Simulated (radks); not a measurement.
The numbers below are computed, except where a source is named.
All-electron atom: Sb IV in [Kr] 4d9 5s2 4f1 (not the ground configuration). Level of theory: scalar-relativistic Kohn-Sham, PBE, spin-polarised, spherical densities, finite nucleus; open shells are filled with parallel spins first (spin-orbit coupling, left out, can overturn this in heavy ions); Fermi nuclear charge, rms radius 4.6802 fm (a radial shooting solver on a logarithmic mesh with Libxc functionals).

Local quantities along the radius. ELF = 1/(1 + alpha^2) is the electron localisation function; alpha = (tau - tau_W)/tau_unif compares the Pauli kinetic energy density with that of the uniform gas (summed over spins); r v_xc is r times the local exchange-correlation potential of spin up (hartree bohr); 4 pi r^2 rho is in e/bohr. tau is taken from the large components.

r (bohr)	ELF	alpha	r v_xc	4 pi r^2 rho
0.001132	0.999	0.02316	-0.1034	2.098
0.001522	0.999	0.02338	-0.1169	3.492
0.002047	0.999	0.02434	-0.1366	5.734
0.002752	0.999	0.02628	-0.1631	9.241
0.0037	0.999	0.02969	-0.1973	14.53
0.004974	0.999	0.03548	-0.2397	22.09
0.006688	0.998	0.04552	-0.2902	32.13
0.00892	0.996	0.06324	-0.3457	43.72
0.01199	0.990	0.09925	-0.4054	55.57
0.01612	0.969	0.1790	-0.4612	64.01
0.02168	0.878	0.3735	-0.5043	65.68
0.02914	0.592	0.8296	-0.5303	60.97
0.03918	0.331	1.421	-0.5484	57.12
0.05268	0.401	1.223	-0.6299	63.84
0.07026	0.665	0.7097	-0.7823	78.75
0.09447	0.750	0.5768	-0.8862	84.07
0.127	0.516	0.9676	-0.8895	69.42
0.1708	0.320	1.457	-0.8913	58.89
0.2296	0.615	0.7911	-1.110	68.17
0.3087	0.765	0.5536	-1.210	63.23
0.415	0.425	1.163	-1.040	34.10
0.5535	0.233	1.815	-0.9477	21.53
0.7442	0.721	0.6216	-1.235	24.70
1	0.697	0.6589	-1.229	17.98
1.345	0.380	1.276	-1.014	7.817
1.808	0.238	1.790	-0.8440	3.085
2.431	0.171	2.199	-0.7343	1.235
3.269	0.031	5.592	-0.5997	0.4162
4.36	0.010	10.03	-0.4789	0.1452
5.862	0.003	19.90	-0.4133	0.03677
7.881	0.000	75.17	-0.2813	0.003697

On this mesh the ELF has minima near r = 0.045, 0.17, 0.48 bohr, which separate the shells, and maxima near 0.094 (0.75), 0.31 (0.77), 0.87 (0.76).

Self-consistent cycle (total energy in hartree, residual of the potential): 1: -6469.288310, 1e+01; 2: -6475.550799, 5e+00; 3: -6477.430774, 5e-01; 4: -6477.442604, 4e-01; 5: -6477.465927, 4e-02; 6: -6477.467151, 1e-02; 7: -6477.467184, 3e-04; 8: -6477.467178, 9e-05; 9: -6477.467178, 2e-05; 10: -6477.467178, 2e-05; 11: -6477.467178, 4e-06; 12: -6477.467178, 7e-07; 13: -6477.467178, 2e-08; 14: -6477.467178, 1e-08; 15: -6477.467178, 2e-09.
